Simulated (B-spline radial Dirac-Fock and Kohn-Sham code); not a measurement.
Two-hole binding energies of Ir²⁺

System: iridium as Ir²⁺, configuration [Xe] 4f14 5d7.

Model: multi-electron Dirac-Fock with separately optimised hole states, Breit and Lamb-shift corrections added in first order. Program: a radial B-spline solver. U is the two-hole binding energy less the two single-hole energies, the effective repulsion of the holes after relaxation. Each two-hole energy is an average over J within one jj subconfiguration.

```
          holes  E(a) (eV)  E(b) (eV)  E(ab) (eV)  U (eV)
           1s⁻²    76137.1    76137.1    153755.1  1480.9
   1s⁻¹ 2p3/2⁻¹    76137.1    11245.4     87734.7   352.2
   1s⁻¹ 3p1/2⁻¹    76137.1     2942.7     79209.0   129.2
           2s⁻²    13455.8    13455.8     27144.4   232.9
   2s⁻¹ 2p1/2⁻¹    13455.8    12854.5     26532.8   222.5
   2s⁻¹ 2p3/2⁻¹    13455.8    11245.4           ?       ?
2p1/2⁻¹ 2p3/2⁻¹    12854.5    11245.4     24354.2   254.3
   2s⁻¹ 3d5/2⁻¹    13455.8     2071.2     15624.2    97.3
2p1/2⁻¹ 3p3/2⁻¹    12854.5     2586.3     15534.5    93.7
2p1/2⁻¹ 3d5/2⁻¹    12854.5     2071.2     15026.2   100.5
   2p3/2⁻¹ 3s⁻¹    11245.4     3209.4     14545.3    90.6
2p3/2⁻¹ 3d5/2⁻¹    11245.4     2071.2     13412.8    96.2
        4f5/2⁻²      91.57      91.57       209.7    26.5
        5p3/2⁻²      78.46      78.46       173.1    16.2
```

Problem. Give the missing two-hole energy and U.

Solution. E(ab) = 24906.5 eV and U = 205.4 eV.

Values without a named source are computed, but for edge energies of neutral atoms, which are taken from tables.
